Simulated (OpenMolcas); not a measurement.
**Hg: from CASSCF to CASPT2**

| Quantity | Value |
| --- | --- |
| Program | OpenMolcas 26.06 |
| Basis | ANO-RCC-VTZP [8s7p5d3f1g] |
| Scalar Hamiltonian | DKH2, point nucleus |
| Active space | 2 electrons in 4 orbitals (6s 6p) |
| State averaging | 2S+1 = 3 even, 3 roots; 2S+1 = 1 even, 1 root kept (CI in the orbitals of an earlier block); 2S+1 = 3 odd, 3 roots; 2S+1 = 1 odd, 3 roots kept (CI in the orbitals of an earlier block) |
| Spin-orbit coupling | RASSI with atomic mean-field integrals over the reference wave functions, term energies averaged over their components |

Methods on the same reference wave functions:
A. CASSCF
B. SS-CASPT2, IPEA 0.25 Eh, imaginary shift 0.1 Eh (closed shells correlated: 5d)

Energies in cm⁻¹ above 6s² ¹S₀, the measured ground level; measured values from NIST Handbook of Basic Atomic Spectroscopic Data.

```tsv
Level	A	B	Measured
6s² ¹S₀	0.0	0.0	0.0
6s 6p ³P°₀	27954	37836	37645
6s 6p ³P°₁	29452	39122	39412
6s 6p ³P°₂	33236	43118	44043
6s 6p ¹P°₁	53309	52648	54069
```

Deviations, from unrounded energies. A percentage is the sum of absolute deviations over the sum of measured energies, with the sign that they share, or ± where signs differ.

```
           Against measurement  Levels      A     B
mean absolute deviation (cm-1)       4   7800   710
      other configurations (%)       4  -17.8  ±1.6
```

B lies closest to measurement on these levels. The largest miss of B in the table is 6s 6p ¹P°₁, by -1400 cm-1. The ranking rests on the paired levels alone, and a cruder setting can come out closer through cancelling errors.

The lowest spin-free term lies below A's lowest term by 0.416 hartree in B.

Terms from blocks run as CI alone lack orbitals of their own. Spin-orbit splittings of 6p shells tend to come out small when the coupling is added on scalar orbitals. Measured partners are found by configuration, term and J. A level has none where our copy of the source lacks it or the pairing is in doubt (some pairs that miss far off the trend of their configuration count as doubtful), and it then counts in no deviation. Levels of configurations outside the active space are missing. Levels that lie high or do not pair safely by name in every column are left out.

° marks odd parity.
